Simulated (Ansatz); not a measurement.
A run for Ansatz (a program for electronic structure): R-PBE0/def2-TZVPP on CH3BrSn (SMILES [CH3][Sn][Br]), a point of a torsion scan. Elements past Kr take the def2 small-core potentials; no spin–orbit coupling.

Ansatz 0.2 input:
```yaml
crystal:
  periodic: [false, false, false]
  atoms:
    - {symbol: C, position_ang: [-0.73098592, -0.01020345, 0.02038176]}
    - {symbol: Sn, position_ang: [1.14928017, 1.25150701, -0.10388859]}
    - {symbol: Br, position_ang: [1.80785309, 0.99572252, 2.32247362]}
    - {symbol: H, position_ang: [-0.90996872, -0.40950417, 1.02055042]}
    - {symbol: H, position_ang: [-1.61572799, 0.56732335, -0.26247662]}
    - {symbol: H, position_ang: [-0.68420413, -0.86079301, -0.66575687]}
basis:
  gaussian:
    orbitals: def2-TZVPP
hamiltonian:
  xc: {name: PBE0}
scf: {lower_state_search: off}
```

The log:

```
WARN ansatz: RAYON_NUM_THREADS=1 ignored (pool sized by the plan → 1); use --threads N
Functional definition: PBE0
these checks for a lower state are left out or cut short: stability, starts, cluster_reference, orbital_swaps, neighbouring_geometries, increment
integrals: 0.09 GiB planned
1231 factors; their error is unknown
mean field: 0.83 GiB planned
mean field evaluation 1: about -76948.1760 eV, gradient 5.5e1 eV
mean field evaluation 2: about -76937.0032 eV, gradient 7.7e1 eV
mean field evaluation 4: about -76955.7421 eV, gradient 4.0e0 eV
mean field evaluation 8: about -76956.2821 eV, gradient 5.3e-1 eV
mean field evaluation 16: about -76956.2823 eV, gradient 1.2e-5 eV
mean field -76956.28234962 eV, -2828.0912135070 hartree, gradient 4.0e-6 eV, S^2 0.000000; 0 other end points of the search recorded, 0 dependent functions left out
reference -76956.28237871 eV, -2828.0912145760 hartree; 33, 33 occupied and 138, 138 virtual orbitals, 1231 factors
Total energy: -76956.28237871 eV, -2828.0912145760 hartree
Checks for a lower state left out: stability, starts, cluster_reference, orbital_swaps, neighbouring_geometries, increment
```

The run converged.

Cost: roughly 2.3 core-seconds.
